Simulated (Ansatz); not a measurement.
The first iterations of a band of BrGaH3O (6 atoms, charge 1, multiplicity 1).

Theory: Ansatz, RKS r2SCAN-D4/def2-mTZVP.

* movable images: 7
* climbing image: yes
* spring: 5.0 eV/Å²
* optimiser: quadratic models (default)
* start path: through a guess of the saddle point
* force threshold: 0.2 eV/Å
* iteration limit: 54
* end points: relaxed

First end point:

```xyz
6
Properties=species:S:1:pos:R:3
O -0.539 0.096 -0.801
Ga 0.679 0.109 0.766
Br 0.051 -1.680 1.900
H -1.217 -0.587 -0.945
H -0.561 0.733 -1.536
H 1.586 1.328 0.617
```

Last end point:

```xyz
6
Properties=species:S:1:pos:R:3
O -0.535 0.092 -0.805
Ga 0.679 0.109 0.766
Br 0.053 -1.681 1.901
H -0.563 0.738 -1.533
H -1.218 -0.586 -0.947
H 1.585 1.329 0.618
```

| iteration | highest image above the first end (eV) | largest band force component (eV/Å) |
| --- | --- | --- |
| 1 | 4.611 | 22.019 |
| 2 | 0.484 | 2.167 |

Question: Does the band converge within its limit, and where does its top end?

Answer: The forces met the threshold. It ended after 6 iterations with the highest image 0.182 eV above the first end. The threshold of 0.2 eV/Å is loose, so the images may lie well off the minimum-energy path. Another band between the same ends (7 images) ends at a top of the same energy, where a vibrational analysis finds 1 clearly imaginary mode. Limits of this set-up: the dipole of an ion depends on the origin.

Time of the run: 2.9 min on 2 threads of Arm Neoverse V1, with other jobs on the host, peak memory 0.21 GiB.
